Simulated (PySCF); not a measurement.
Cd(SeH)(SiH3) (CdH₄SeSi), SMILES [SiH3][Cd][SeH].

The structure is a stationary point at PBE-D3(BJ)/def2-SVP. The def2 effective core potentials stand for the cores of Cd; spin–orbit coupling is left out. One conformer was computed; it need not be the lowest.

These are PBE-D3(BJ)/def2-SVP in PySCF values and carry that method's errors.

Frequencies are harmonic and unscaled.

A small imaginary wavenumber (i) marks a very flat motion, where grid noise or a shallow saddle decides the sign.

Computed vibrational spectrum:
```csv
mode,ν (cm⁻¹),IR (km/mol),moving atoms (share of kinetic energy)
1,26i,3.6,H 99 %
2,65,1.7,"Cd 44 %, Si 30 %, Se 16 %, H 10 %"
3,65,2.4,"Cd 43 %, Si 31 %, Se 16 %, H 11 %"
4,206,8.3,"Se 57 %, Si 28 %, Cd 12 %"
5,305,13.7,"Si 50 %, Cd 38 %"
6,423,1.6,"H 90 %, Si 9 %"
7,432,3.1,"H 89 %, Si 10 %"
8,524,1.7,H 97 %
9,810,340.2,"H 91 %, Si 9 %"
10,904,32.2,H 98 %
11,905,32.7,H 98 %
12,2139,77.7,H 99 %
13,2156,74.5,H 96 %
14,2158,74.0,H 96 %
15,2346,14.1,H 99 %
```
